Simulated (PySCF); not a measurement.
# Distorted geometries of [BiO2]+

[BiO2]+ (singlet). PySCF 2.14.0, RKS BP86, Bi def2-SVP with ECP60, O def2-SVP; non-relativistic Hamiltonian with scalar-relativistic core potentials where named; density fitting; no spin-orbit coupling. Relaxed geometry:

```xyz
3

Bi    0.0000    0.0000    0.3691
O     1.9209    0.0000    0.3722
O    -1.9209    0.0000    0.3722
```

Order these distorted geometries by energy above the relaxed one, lowest first.
A.
```xyz
3

Bi   -0.0004    0.0210    0.4021
O     1.9159    0.0360    0.3088
O    -1.9155   -0.0570    0.4026
```
B.
```xyz
3

Bi   -0.0206    0.0139    0.3876
O     1.8699   -0.0042    0.3540
O    -1.8493   -0.0097    0.3719
```
C.
```xyz
3

Bi   -0.0382   -0.0569    0.4105
O     1.9465    0.0130    0.3226
O    -1.9083    0.0439    0.3804
```

A (0.00 eV), C (0.10 eV), B (0.16 eV).

Which forces (eV/Å) act in the one that lies 0.16 eV up?


```
Bi   2.55  0.02  0.00
O    0.84  0.01  0.01
O   -3.39 -0.03 -0.01
```
Forces carry noise of the integration grid, about 0.01 to 0.03 eV/Å.
